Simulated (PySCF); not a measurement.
How methods differ on the ionisation energy of P⁺

P⁺ [Ne] 3s2 3p2 (3P) → P²⁺ [Ne] 3s2 3p1 (2P), as a difference of total energies. Computed with PySCF 2.14 in cc-pVTZ-DK, with scalar relativity by spin-free X2C-1e. Correlated levels: valence: [Ne] frozen. The calculations carry no spin-orbit coupling.

| method | ionisation energy (eV) | difference from reference (eV) |
| --- | --- | --- |
| UHF | 19.151 | -0.618 |
| MN15 | 19.784 | +0.015 |
| PBE | 19.771 | +0.002 |
| MP2 (valence) | 19.598 | -0.171 |
| SCS-MP2 (valence) | 19.508 | -0.261 |
| CCSD (valence) | 19.636 | -0.133 |
| CCSD(T) (valence) | 19.670 | -0.099 |

Reference: 19.769 eV (semi-empirical (NIST evaluation); NIST Atomic Spectra Database, ionization energies).

The reference lies between the lowest fine-structure levels, while these numbers refer to the centres of the terms.

Errors of the correlated levels include the incompleteness of this basis and the frozen core.
